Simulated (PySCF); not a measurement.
Structure elucidation problem

The spectra below were simulated for a compound C2H10O2Si2.

¹H NMR (400 MHz, computed): δ 5.40 (q, 1H), 4.90 (s, 6H), 1.43 (d, 3H).

¹³C{¹H} NMR (computed): δ 94.5, 27.3.

- σ from GIAO-PBE0/pcSseg-1
- coordinates at the GFN2-xTB level
- program: PySCF 2.14
- one conformer, gas phase, relativity neglected, averaged over atoms made equivalent by symmetry, fast rotation or ring inversion

Referencing at the same level of theory: ¹H (σ = 31.72 ppm) and ¹³C (σ = 186.93 ppm) vs TMS.

Task: Deduce the structure.

Result: 
1. Rings plus π bonds: 0.
2. 2 carbon signals for 2 carbons: no two carbons are equivalent.
3. Carbon types of the structure: 1 × CH, 1 × CH3, leaving 6 H on heteroatoms.
4. δC 94.5: sp3 carbon bearing two oxygens; 2 electronegative neighbours deshield it.
5. δC 27.3: methyl carbon; a saturated carbon with 1 carbon neighbour and no heteroatom attached.
6. δH 5.40: hydrogen on an sp3 carbon bearing two oxygens; its carbon carries O, hence the downfield position.
7. δH 4.90: hydrogen on a silicon bonded to O.
8. δH 1.43: hydrogen on a methyl carbon.

These data were computed for `CC(O[SiH3])O[SiH3]`.

The shifts were computed for this structure.

Shifts are as computed. Against solution values, carbons near 30 ppm lie about +3 ppm off and those near 130 ppm about +5 ppm. Of 1211 compounds with measured shifts, 218 miss one by over three times the rms of a fit or turn the order of signals round; such compounds aren't used in these exercises. No couplings were computed; multiplicities are counted from neighbouring protons, with m where these are inequivalent, close in shift, in a saturated or five-membered ring or joined by F or P, and br s for small geminal =CH2 splittings.
